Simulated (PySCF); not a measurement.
This script is equivalent to a calculation on Cd⁺ (cadmium, charge +1).

```python
from pyscf import gto, scf, dft, mp, cc
import basis_set_exchange as bse
txt = bse.get_basis("def2-QZVPPD", elements=["Cd"], fmt="nwchem", header=False)
cut = txt.index("\nECP")
mol = gto.M(atom="Cd 0 0 0", charge=1, spin=1, symmetry="D2h",
            basis=gto.basis.parse(txt[:cut]),
            ecp={"Cd": gto.basis.parse_ecp(txt[cut:])})
mf = scf.UHF(mol)
mf.irrep_nelec = {'Ag': (4, 3), 'B1g': (1, 1), 'B2g': (1, 1), 'B3g': (1, 1), 'B1u': (1, 1), 'B2u': (1, 1), 'B3u': (1, 1)}
mf.kernel()
```

Problem. What total energy does it give?

Solution. -166.61530 hartree (calculated).

Problem. Which occupied shell lies highest, and where?

Solution. 5s α, at -15.728 eV.

Problem. What is ⟨S²⟩, and what would a pure spin state give?

Solution. 0.751, against 0.75.

Energies and moments cover only the electrons outside the core potential.
